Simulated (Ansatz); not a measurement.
Reaction (substitution at a C–I bond): `FC(F)=C(F)I` + H–F → `FC(F)=C(F)F` + HI

Computed with Ansatz on PBE0-D4/def2-TZVP structures; ΔE is electronic, products minus reactants. CBS: MP2 limit from def2 TZ/QZ plus the TZ coupled-cluster correction, frozen cores. This one scheme is used for every species. Functionals use def2-TZVPP. Elements past krypton have def2 core potentials. For I outer-core shells are correlated without core-valence functions, which leaves a few kJ/mol of doubt a bond.

CCSD(T)/CBS gives +37.4 kJ/mol.

Task: Another level gave +29.7 kJ/mol. Which?
A. PBE-D4/def2-TZVPP
B. revPBE-D4/def2-TZVPP
C. LDA (SPW92)/def2-TZVPP
D. r2SCAN0-D4/def2-TZVPP

Result: B. revPBE-D4 29.7, r2SCAN0-D4 17.3, LDA (SPW92) 12.3, PBE-D4 24.3 kJ/mol.

Largest T1 diagnostic among the species: 0.013.

At CCSD(T), def2-SVP lies −44.4 kJ/mol from the extrapolated value and def2-TZVPP −10.3 kJ/mol. The D4 term adds +9.0 kJ/mol with B3LYP and +4.7 kJ/mol with PBE0; it sums over pairs of atoms, weighted by their polarisabilities, and B3LYP, whose exchange is more repulsive, gets the larger term. In def2-TZVPP, CCSD(T) changes the Hartree–Fock value by +30.9 kJ/mol (the triples alone add +5.1 kJ/mol) and MP2 by +46.0 kJ/mol.

B3LYP here is the variant with VWN-RPA as its local correlation; programs differ in this.
